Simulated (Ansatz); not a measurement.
```yaml
crystal:
  periodic: [false, false, false]
  atoms:
    - {symbol: N, position_ang: [-1.012515, 0.582046, -0.115386]}
    - {symbol: Si, position_ang: [0.577270, -0.014723, -0.182209]}
    - {symbol: O, position_ang: [0.837435, -1.094232, 1.009133]}
    - {symbol: F, position_ang: [0.694220, -0.665777, -1.634396]}
    - {symbol: H, position_ang: [-1.468789, 0.916672, -0.948003]}
    - {symbol: H, position_ang: [-1.375530, 1.022013, 0.713586]}
    - {symbol: H, position_ang: [1.685453, 0.948658, -0.055295]}
    - {symbol: H, position_ang: [0.154655, -1.751755, 1.156869]}
basis:
  gaussian: {orbitals: def2-SVPD, fitting: {mean_field: cc-pVTZ-jkfit}}
total_charge: 4
magnetization: {spin_polarized: true, initial_magnetization: 0}
hamiltonian: {xc: {name: HF}}
correlation: {method: ccsd_t}
```

```sh
$ ansatz run in.yaml --threads 2 --pin off --events-out ev --progress --plain --max-ram 22528MiB --backend cuda --devices 0, --max-vram 18GiB
```

Output, abridged:

```
Functional definition: HF
  name "HF"
  cite "Fock, Z. Phys. 61, 126 (1930) doi:10.1007/BF01340294"
  parent pbe
  exchange = exact_x
  correlation = 0
478 factors; integrals over basis functions are off by at most 2.3e-1 eV
mean field evaluation 1: about -14024.5977 eV, gradient 8.7e1 eV
mean field evaluation 2: about -13943.4248 eV, gradient 1.4e2 eV
mean field evaluation 4: about -14053.3022 eV, gradient 1.5e1 eV
mean field evaluation 8: about -14056.7914 eV, gradient 6.3e0 eV
mean field evaluation 16: about -14057.2481 eV, gradient 4.6e-2 eV
mean field evaluation 64: about -14064.4236 eV, gradient 3.2e-3 eV
mean field evaluation 352: about -14064.2711 eV, gradient 3.3e-3 eV
mean field evaluation 416: about -14064.1993 eV, gradient 5.3e-3 eV
mean field evaluation 512: about -14064.4236 eV, gradient 4.7e-3 eV
mean field -14064.47918878 eV, -516.8600769413 hartree, gradient 1.3e-6 eV, S^2 1.958589; 25 other end points of the search recorded, 0 dependent functions left out
determinant -14064.47918878 eV, -516.8600769413 hartree, with singles and doubles -14078.56469098 eV, -517.3777095994 hartree
determinant -14064.42356675 eV, -516.8580328694 hartree, with singles and doubles -14078.48468041 eV, -517.3747692655 hartree
determinant -14064.38659380 eV, -516.8566741387 hartree, with singles and doubles -14078.46310500 eV, -517.3739763838 hartree
determinant -14064.27114904 eV, -516.8524316217 hartree, with singles and doubles -14078.24091783 eV, -517.3658111556 hartree
determinant -14064.19917213 eV, -516.8497865192 hartree, with singles and doubles -14078.15983474 eV, -517.3628314073 hartree
determinant -14063.69132032 eV, -516.8311233093 hartree, with singles and doubles -14077.81317004 eV, -517.3500917146 hartree
determinant -14063.58338604 eV, -516.8271567977 hartree, with singles and doubles -14077.70155014 eV, -517.3459897589 hartree
determinant -14063.50516313 eV, -516.8242821587 hartree, with singles and doubles -14077.64164869 eV, -517.3437884212 hartree
determinant -14063.48327959 eV, -516.8234779535 hartree, with singles and doubles -14077.49246464 eV, -517.3383060085 hartree
determinant -14063.38460239 eV, -516.8198516334 hartree, with singles and doubles -14077.38885502 eV, -517.3344984251 hartree
determinant -14063.09326330 eV, -516.8091451193 hartree, with singles and doubles -14078.42877811 eV, -517.3727148938 hartree
determinant -14061.94606736 eV, -516.7669864462 hartree, with singles and doubles -14077.47260205 eV, -517.3375760718 hartree
determinant -14057.24839153 eV, -516.5943500436 hartree, with singles and doubles -14075.65201734 eV, -517.2706708176 hartree
determinant -14064.47918878 eV, -516.8600769413 hartree, with singles and doubles -14078.64279477 eV, -517.3805798610 hartree
determinant -14064.42356675 eV, -516.8580328694 hartree, with singles and doubles -14078.55718928 eV, -517.3774339172 hartree
determinant -14064.38659380 eV, -516.8566741387 hartree, with singles and doubles -14078.54470343 eV, -517.3769750707 hartree
determinant -14064.27114904 eV, -516.8524316217 hartree, with singles and doubles -14078.28523455 eV, -517.3674397653 hartree
determinant -14064.19917213 eV, -516.8497865192 hartree, with singles and doubles -14078.20939875 eV, -517.3646528511 hartree
determinant -14063.09326330 eV, -516.8091451193 hartree, with singles and doubles -14078.47399435 eV, -517.3743765600 hartree
mean field evaluation 800: about -14063.0933 eV, gradient 3.0e-4 eV
8 core orbitals not correlated: weight in the atoms' cores, before any rotation towards them, 1.000 or more for the frozen orbitals, at most 0.000 for the correlated occupied ones
reference -14063.09326330 eV, -516.8091451193 hartree; 11, 11 occupied and 103, 103 virtual orbitals, 478 factors
second order -13.40603538 eV of doubles, -0.00000000 eV of singles
cycle   1  -15.38073449 eV  change   -3.4e-6 eV  update   8.4e-6
perturbative correction -0.72197103 eV, -0.0265319458 hartree
Total energy: -14079.19596882 eV, -517.4009086322 hartree
```

Q: Something in this input is off. What?

A: The charge is far from anything that the molecule holds. The calculation finished and met its thresholds. The result belongs to that input, not to the molecule as meant.
